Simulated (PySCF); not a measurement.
Pm³⁴⁺: ionisation energy

Pm³⁴⁺ [Ar] 3d9 (2D) → Pm³⁵⁺ [Ar] 3d8 (3F), as a difference of total energies. Computed with PySCF 2.14 in an even-tempered Gaussian basis (18 s from 5.3 bohr⁻², ratio 2.5; 13 p from 6.9 bohr⁻², ratio 2.5; 8 d from 6.9 bohr⁻², ratio 2.5; 4 f from 32 bohr⁻², ratio 2.7; 3 g from 48 bohr⁻², ratio 2.7), with the spin-free X2C one-electron Hamiltonian (Gaussian nucleus). Correlated levels: outer shells: [Ne] frozen; virtual orbitals above 40 to 60 times the deepest correlated orbital energy dropped. The calculations carry no spin-orbit coupling.

```csv
method,ionisation energy (eV)
UHF,2353.6
LDA,2354.6
PBE,2353.4
PBE0,2354.1
r2SCAN,2353.0
M06,2355.9
PBEsol,2353.6
MP2 (outer shells),2355.4
SCS-MP2 (outer shells),2355.1
```

Spin-orbit coupling is strong in these open shells (close to jj coupling). The scalar numbers leave it out and a first-order estimate fails, so it can dominate the gap to the real levels.

Breit and QED terms and the two-electron picture change are absent.

For comparison: 2344 ± 5 eV (theoretical estimate listed by NIST; NIST Atomic Spectra Database, ionization energies).
